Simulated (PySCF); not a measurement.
Assignment exercise: C₇H₁₁ClO

Numbering as in the mapped SMILES `[CH3:1][CH:2]([CH3:3])[C@@H:4]1[CH2:5][C@H:6]1[C:7](=[O:8])[Cl:9]`; H(Xn) means a hydrogen on atom n. Ha(C5) is cis to C2 on the ring; Hb(C5) is trans to C2 on the ring.

- geometry: GFN2-xTB
- shieldings: GIAO PBE0/pcSseg-1
- run in PySCF
- non-relativistic Hamiltonian, no solvent, one computed conformer, fast rotation and ring inversion assumed for equivalent nuclei

Chemical shifts δ = σref − σ; 13C, 1H vs TMS, all at this level.

**Question.** Assign these signals to the numbered atoms. 13C{1H} NMR (computed): δ 184.7, 42.4, 38.2, 33.2, 24.4, 24.2, 23.8.

**Answer.** 
| δ (ppm) | atoms | environment | reason |
| --- | --- | --- | --- |
| 184.7 | C7 | carbonyl carbon | – |
| 42.4 | C4 | three-membered-ring carbon | saturated and bonded to C and H only |
| 38.2 | C2 | sp3 CH | a saturated carbon with 3 carbon neighbours and no heteroatom attached |
| 33.2 | C6 | three-membered-ring carbon | aliphatic region, no heteroatom directly attached |
| 24.4 | C1 | methyl carbon | aliphatic region, no heteroatom directly attached |
| 24.2 | C5 | three-membered-ring carbon | carbons of three-membered rings are unusually shielded |
| 23.8 | C3 | methyl carbon | a saturated carbon with 1 carbon neighbour and no heteroatom attached |

C1 and C5; C5 and C3 lie closer than the usual error of such a calculation, so a measured spectrum could show them in the other order.

**Question.** Assign these signals to the numbered atoms. 1H NMR (600 MHz, computed): δ 1.80 (m, 1H), 1.47 (m, 1H), 1.28 (m, 1H), 1.17 (d, 3H), 1.11 (d, 3H), 1.00 (m, 1H), 0.63 (m, 1H).

**Answer.** 
| δ (ppm) | atoms | environment | reason |
| --- | --- | --- | --- |
| 1.80 | H(C6) | hydrogen on a three-membered-ring carbon | – |
| 1.47 | Hb(C5) | hydrogen on a three-membered-ring carbon | cyclopropane-type protons are shielded by the ring |
| 1.28 | H(C4) | hydrogen on a three-membered-ring carbon | – |
| 1.17 | H(C1) | hydrogen on a methyl carbon | far from electronegative atoms and π systems |
| 1.11 | H(C3) | hydrogen on a methyl carbon | – |
| 1.00 | Ha(C5) | hydrogen on a three-membered-ring carbon | cyclopropane-type protons are shielded by the ring |
| 0.63 | H(C2) | hydrogen on an sp3 CH | far from electronegative atoms and π systems |

H(C4) and H(C1); H(C1) and H(C3); H(C3) and Ha(C5) lie closer than the usual error of such a calculation, so a measured spectrum could show them in the other order.

Carbons that carry Cl, above all several Cl atoms, come out too deshielded, partly because spin–orbit coupling is missing. Shifts are as computed. Against solution values, carbons near 30 ppm lie about +3 ppm off and those near 130 ppm about +5 ppm; carbons on Cl a further +6 ppm. Of 1211 compounds with measured shifts, 218 miss one by over three times the rms of a fit or turn the order of signals round; such compounds aren't used in these exercises. No couplings were computed; multiplicities are counted from neighbouring protons, with m where these are inequivalent, close in shift, in a saturated or five-membered ring or joined by F or P, and br s for small geminal =CH2 splittings.
